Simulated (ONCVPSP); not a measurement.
## Co, ONCV: configuration errors across variants

```
Element                 : Co (Z = 27)
Generator               : ONCVPSP 4.0.1
Type                    : optimised norm-conserving Vanderbilt (ONCV)
Functional              : Wu-Cohen
Relativity              : scalar-relativistic
Frozen core             : [Ne]
Valence charge          : 17
Reference configuration : 3s2 3p6 3d7.5 4s1.5
Partial waves           : 3s+4s: rc 1.55 bohr, ncon 4, nbas 7, qcut 8.4 1/bohr, 2 projectors; 3p: rc 0.85 bohr, ncon 5, nbas 8, qcut 11 1/bohr, 1 projector; 3d: rc 1.65 bohr, ncon 4, nbas 8, qcut 8.4 1/bohr, 1 projector
Local potential         : polynomial inside 0.60 bohr (lpopt 5, dvloc0 -1 Ha)
Core correction         : Teter function, fcfact 4, rcfact 1.2
```

All-electron excitation energies from the reference (eV): (1) 3s2 3p6 3d7 4s2 0.962; (2) 3s2 3p6 3d7 4s1 10.026; (3) 3s2 3p6 3d7 4s0 26.706; (4) 3s2 3p5 3d7 4s2 74.418.

Errors AE − PS in meV (a dash: test not solved or not reliable):

```tsv
change	(1)	(2)	(3)	(4)	bound ghosts	GHOST(+) flags above zero
base	+10	-1.1	-9.8	-373	none	s
all radii but the core radius scaled by about 0.82 (s 1.28, p 0.70, d 1.36 bohr); local potential polynomial inside 0.50 bohr (lpopt 5, dvloc0 -1 Ha)	+3.8	-1.9	-6.3	-226	none	s
all radii but the core radius scaled by about 0.92 (s 1.42, p 0.78, d 1.52 bohr); local potential polynomial inside 0.56 bohr (lpopt 5, dvloc0 -1 Ha)	+6.8	-1.7	-8.3	-305	none	s, d
all radii but the core radius scaled by about 1.09 (s 1.68, p 0.92, d 1.80 bohr); local potential polynomial inside 0.66 bohr (lpopt 5, dvloc0 -1 Ha)	+15	+0.1	-11	-444	none	s
all radii but the core radius scaled by about 1.31 (s 2.04, p 1.12, d 2.16 bohr); local potential polynomial inside 0.78 bohr (lpopt 5, dvloc0 -1 Ha)	+32	+6.4	-16	-601	none	none
```

Task: Give the same row for: all radii but the core radius scaled by about 1.20 (s 1.86, p 1.02, d 1.98 bohr); local potential polynomial inside 0.72 bohr (lpopt 5, dvloc0 -1 Ha).

Result: +22, +2.6, -13, -525; bound ghosts: none; GHOST(+) flags above zero: none.
